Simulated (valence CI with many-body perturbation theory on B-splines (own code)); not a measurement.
**Sm⁴⁹⁺: calculated level list**

Method: configuration interaction combined with many-body perturbation theory (CI+MBPT): three valence electrons over a frozen Dirac-Fock core [Ne], a basis of 11 s, 11 p, 10 d, 8 f, 5 g, 2 h functions for each j, with the one-electron correlation potential Σ1, the two-electron term Σ2, the three-electron term Σ3, Breit, model QED; selected CI, second order for the rest, scaled by the run's own slope (own B-spline code, finite nucleus).

The last digits are not significant, and no measured levels were compared; by estimate large intervals hold to a few tenths of a per cent, small ones and those within an open d or f shell to about a per cent.

Levels 91 to 135 of 158, with energies above the lowest level, (3s^2 3p1/2) J=1/2. "Leading %" is the weight of the configuration and term that name the level; weights of strongly mixed levels are sums over their largest components and can fall short. In the jj column 3d3/2^4 stands for four electrons in 3d with j = 3/2. Lifetimes count E1, E2, E3, M1 and M2 decay at the calculated energies, and are blank where another channel may lead or the interval is too uncertain; long ones can be off by a factor of two.

```csv
No.,Configuration,Term,J,E (Ry),Leading %,Lifetime,Leading jj,g
91,3p 3d2,4D°,5/2,70.981,29,1.25 ps,3p1/2 3d3/2 3d5/2 (97 %),1.141
92,3p2 3d,2P,3/2,71.223,45,801 fs,3p3/2^2 3d5/2 (89 %),1.179
93,3p 3d2,2F°,7/2,71.243,37,1.55 ps,3p1/2 3d3/2 3d5/2 (89 %),1.161
94,3p2 3d,2D,5/2,71.301,52,832 fs,3p3/2^2 3d5/2 (89 %),1.132
95,3p 3d2,4D°,3/2,71.583,29,1.16 ps,3p1/2 3d3/2 3d5/2 (96 %),1.355
96,3p 3d2,2F°,7/2,72.714,36,3.28 ps,3p1/2 3d5/2^2 (90 %),1.163
97,3p 3d2,4G°,9/2,72.830,31,5.31 ps,3p1/2 3d5/2^2 (93 %),1.101
98,3p 3d2,2P°,3/2,73.266,28,3.09 ps,3p1/2 3d5/2^2 (98 %),1.353
99,3p 3d2,2F°,5/2,73.329,39,3.93 ps,3p1/2 3d5/2^2 (96 %),1.100
100,3p 3d2,2P°,1/2,75.039,75,2.72 ps,3p1/2 3d5/2^2 (93 %),0.655
101,3p 3d2,4F°,3/2,78.713,32,709 fs,3p3/2 3d3/2^2 (97 %),0.861
102,3p 3d2,4F°,5/2,79.106,40,749 fs,3p3/2 3d3/2^2 (88 %),0.993
103,3p 3d2,4D°,1/2,79.219,76,693 fs,3p3/2 3d3/2^2 (97 %),0.223
104,3p 3d2,2G°,7/2,79.273,29,779 fs,3p3/2 3d3/2^2 (88 %),1.076
105,3p 3d2,4G°,9/2,80.395,51,1.19 ps,3p3/2 3d3/2 3d5/2 (98 %),1.182
106,3p 3d2,4D°,3/2,80.491,30,719 fs,3p3/2 3d3/2^2 (74 %),1.387
107,3p 3d2,2F°,7/2,80.671,36,1.10 ps,3p3/2 3d3/2 3d5/2 (97 %),1.184
108,3p 3d2,4G°,11/2,80.995,68,1.60 ps,3p3/2 3d3/2 3d5/2 (77 %),1.205
109,3p 3d2,4D°,5/2,81.330,42,1.08 ps,3p3/2 3d3/2 3d5/2 (97 %),1.409
110,3p 3d2,2S°,1/2,81.418,47,953 fs,3p3/2 3d3/2 3d5/2 (97 %),1.810
111,3p 3d2,2F°,5/2,81.602,50,959 fs,3p3/2 3d3/2 3d5/2 (97 %),1.050
112,3p 3d2,4D°,3/2,81.614,38,876 fs,3p3/2 3d3/2 3d5/2 (88 %),1.302
113,3p 3d2,4D°,7/2,81.805,41,1.12 ps,3p3/2 3d3/2 3d5/2 (93 %),1.183
114,3p 3d2,2G°,7/2,82.522,39,982 fs,3p3/2 3d3/2 3d5/2 (77 %),1.126
115,3p 3d2,2D°,5/2,82.740,56,997 fs,3p3/2 3d3/2 3d5/2 (69 %),1.232
116,3p 3d2,2P°,3/2,82.922,40,882 fs,3p3/2 3d3/2 3d5/2 (90 %),1.058
117,3p 3d2,2G°,9/2,82.957,74,1.11 ps,3p3/2 3d3/2 3d5/2 (83 %),1.066
118,3p 3d2,2H°,11/2,83.275,68,2.19 ps,3p3/2 3d5/2^2 (77 %),1.142
119,3p 3d2,2D°,5/2,83.544,59,1.09 ps,3p3/2 3d3/2 3d5/2 (54 %),1.164
120,3p 3d2,2D°,3/2,83.701,56,826 fs,3p3/2 3d3/2 3d5/2 (86 %),1.114
121,3p 3d2,2F°,7/2,83.929,53,1.71 ps,3p3/2 3d5/2^2 (86 %),1.197
122,3p 3d2,2P°,1/2,83.976,78,918 fs,3p3/2 3d3/2 3d5/2 (64 %),0.765
123,3p 3d2,2G°,9/2,84.101,51,1.42 ps,3p3/2 3d5/2^2 (84 %),1.207
124,3p 3d2,2F°,5/2,84.198,70,1.09 ps,3p3/2 3d3/2 3d5/2 (65 %),0.989
125,3p 3d2,2P°,1/2,85.304,82,1.11 ps,3p3/2 3d5/2^2 (64 %),0.740
126,3p 3d2,2F°,7/2,85.968,56,1.23 ps,3p3/2 3d5/2^2 (90 %),1.112
127,3p 3d2,2P°,3/2,86.043,75,1.55 ps,3p3/2 3d5/2^2 (97 %),1.292
128,3p 3d2,2D°,5/2,86.122,65,1.27 ps,3p3/2 3d5/2^2 (95 %),1.159
129,3p 3d2,2P°,3/2,87.175,57,1.04 ps,3p3/2 3d5/2^2 (88 %),1.232
130,3d3,4F,3/2,92.015,55,695 fs,3d3/2^3 (94 %),0.647
131,3d3,4F,5/2,94.029,86,922 fs,3d3/2^2 3d5/2 (97 %),1.044
132,3d3,4P,3/2,94.560,40,859 fs,3d3/2^2 3d5/2 (96 %),1.227
133,3d3,2G,7/2,94.617,45,1.00 ps,3d3/2^2 3d5/2 (92 %),1.062
134,3d3,2H,9/2,94.634,42,1.08 ps,3d3/2^2 3d5/2 (98 %),1.052
135,3d3,4P,1/2,94.909,62,849 fs,3d3/2^2 3d5/2 (99 %),1.899
```
